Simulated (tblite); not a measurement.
C₅H₆B (charge -1).
Bonds: B1–C2 (aromatic), C2–C3 (aromatic), C3–C4 (aromatic), C4–C5 (aromatic), C5–C6 (aromatic), B1–C6 (aromatic). Hydrogens: H7 on B1; H8 on C2; H9 on C3; H10 on C4; H11 on C5; H12 on C6.
Bond orders are those of one Lewis drawing.

Computed with GFN2-xTB (tblite), gas phase: Langevin dynamics at 300 K from the optimised GFN2-xTB geometry, time step 0.5 fs, friction 0.01 fs⁻¹, 2000 steps.

Start geometry:
```
atom  x, y, z in Å
B1      1.015    1.099    0.033
C2      1.395   -0.353   -0.031
C3      0.419   -1.328   -0.061
C4     -0.936   -1.014   -0.035
C5     -1.359    0.310    0.025
C6     -0.465    1.361    0.058
H7      1.832    1.985    0.061
H8      2.432   -0.714   -0.056
H9      0.690   -2.390   -0.107
H10    -1.676   -1.815   -0.060
H11    -2.440    0.495    0.043
H12    -0.907    2.364    0.104
```

The statistics below take the 31 frames saved every 25 fs from 250 to 1000 fs; their kinetic temperature (all 3N coordinates) averages 281 K.

Problem. Give the mean, spread and extremes of the bond lengths.

Solution. 
```csv
bond,start (Å),mean (Å),standard deviation (Å),shortest (Å),longest (Å)
B1–C2,1.503,1.514,0.031,1.464,1.580
C2–C3,1.380,1.385,0.021,1.346,1.425
C3–C4,1.391,1.390,0.021,1.320,1.420
C4–C5,1.391,1.396,0.023,1.357,1.455
C5–C6,1.380,1.381,0.024,1.334,1.431
B1–C6,1.503,1.507,0.022,1.463,1.553
B1–H7,1.205,1.210,0.034,1.134,1.284
C2–H8,1.098,1.100,0.027,1.052,1.138
C3–H9,1.097,1.096,0.030,1.036,1.151
C4–H10,1.091,1.100,0.036,1.037,1.154
C5–H11,1.097,1.099,0.027,1.053,1.154
C6–H12,1.098,1.106,0.028,1.065,1.191
```

Problem. Give the same statistics for bond angles, one of each kind among heavy atoms.

Solution. 
| angle | start (°) | mean (°) | standard deviation (°) | smallest (°) | largest (°) |
| --- | --- | --- | --- | --- | --- |
| C2–B1–C6 | 114.7 | 114.6 | 2.7 | 110.1 | 120.8 |
| B1–C2–C3 | 120.3 | 119.8 | 2.4 | 114.4 | 124.7 |
| C2–C3–C4 | 122.0 | 122.0 | 2.7 | 116.1 | 127.2 |
| C3–C4–C5 | 120.8 | 120.6 | 2.8 | 114.5 | 125.5 |

Problem. How far does each atom move about its mean position (frames aligned on the start, all atoms weighted alike), and what rms force does it feel?

Solution. 
| atom | rms displacement (Å) | rms force (eV/Å) |
| --- | --- | --- |
| B1 | 0.06 | 1.40 |
| C2 | 0.06 | 1.55 |
| C3 | 0.06 | 1.83 |
| C4 | 0.07 | 2.02 |
| C5 | 0.05 | 1.74 |
| C6 | 0.06 | 1.60 |
| H7 | 0.15 | 0.68 |
| H8 | 0.13 | 0.88 |
| H9 | 0.13 | 1.07 |
| H10 | 0.12 | 1.08 |
| H11 | 0.11 | 0.87 |
| H12 | 0.12 | 0.83 |

The displacements run from 0.05 to 0.15 Å, the largest at H7.

Problem. How widely does the potential energy scatter, against a harmonic estimate?

Solution. Mean 0.35 eV above the start, standard deviation 0.084 eV, range 0.23 to 0.58 eV. For 30 classical harmonic modes at 300 K the canonical values are 30kT/2 = 0.39 eV and kT·√(30/2) = 0.100 eV.

The run is classical and short, so these are rough statistics of one trajectory.

The cost below is that of the whole dynamics run. On Arm Neoverse V1, one thread, shared host, this took 7.4 s and 0.19 GiB of memory at its peak.
